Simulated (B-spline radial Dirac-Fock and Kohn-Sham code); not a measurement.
## Isotope-shift constants of the inner levels of Gd

System: the Gd atom in the configuration [Xe] 4f7 5d1 6s2.

Input of the calculation (task.json; shells as n, l, electrons):

```json
{"items": [{
  "Z": 64,
  "q": 0,
  "cfg": [[1, 0, 2], [2, 0, 2], [2, 1, 6], [3, 0, 2], [3, 1, 6], [3, 2, 10], [4, 0, 2], [4, 1, 6], [4, 2, 10], [4, 3, 7], [5, 0, 2], [5, 1, 6], [5, 2, 1], [6, 0, 2]],
  "A": 158,
  "rrms": 5.1569,
  "do": "isoshift",
  "isotopes": [[145, 144.921710051, 4.9786], [146, 145.918318513, 4.9801], [148, 147.918121414, 5.008], [150, 149.918663949, 5.0342], [152, 151.919798414, 5.0774], [154, 153.920872974, 5.1223], [155, 154.922629356, 5.1319], [156, 155.92213012, 5.142], [157, 156.923967424, 5.1449], [158, 157.9241112, 5.1569], [160, 159.927061202, 5.1734]]
}]}
```

Command: `python xray2_run.py task.json out`

Calculated with a radial B-spline solver, using first-order field-shift and mass-shift constants from Dirac-Fock ground and hole states with a Fermi nucleus; the mass shift has no relativistic recoil terms. A binding energy shifts by δE = F·δ⟨r²⟩ + (K_N + K_S)·δ(1/M); F is taken for a change of radius at fixed skin thickness and so holds the higher radial moments.

```
     level  F (meV/fm²)
    K (1s)       -322.3
   L1 (2s)       -41.89
L2 (2p1/2)       0.5872
L3 (2p3/2)        2.106
   M1 (3s)       -8.962
M2 (3p1/2)       0.2084
M3 (3p3/2)       0.5723
M4 (3d3/2)       0.5453
M5 (3d5/2)       0.5277
```

The mass shift is not given and not included below: at this Z its relativistic corrections are large. It matters little for K lines but can be comparable with the field shift of L lines.

Field shifts alone in meV from A = 158 (mass 157.9241 u, rms radius 5.1569 fm); radii from Angeli and Marinova (2013).

| A | mass (u) | radius (fm) | Kα1 | Kα2 | Kβ1 | Lα1 |
| --- | --- | --- | --- | --- | --- | --- |
| 145 | 144.9217 | 4.9786 | +586.3 | +583.6 | +583.6 | -2.9 |
| 146 | 145.9183 | 4.9801 | +581.5 | +578.8 | +578.7 | -2.8 |
| 148 | 147.9181 | 5.008 | +491.1 | +488.8 | +488.8 | -2.4 |
| 150 | 149.9187 | 5.0342 | ? | ? | ? | ? |
| 152 | 151.9198 | 5.0774 | +264.0 | +262.7 | +262.7 | -1.3 |
| 154 | 153.9209 | 5.1223 | +115.4 | +114.9 | +114.8 | -0.6 |
| 155 | 154.9226 | 5.1319 | +83.5 | +83.1 | +83.1 | -0.4 |
| 156 | 155.9221 | 5.142 | +49.8 | +49.6 | +49.6 | -0.2 |
| 157 | 156.9240 | 5.1449 | +40.1 | +39.9 | +39.9 | -0.2 |
| 160 | 159.9271 | 5.1734 | -55.3 | -55.0 | -55.0 | +0.3 |

Question: What are the shifts for A = 150?

Answer: Kα1 +405.7 meV; Kα2 +403.8 meV; Kβ1 +403.8 meV; Lα1 -2.0 meV.
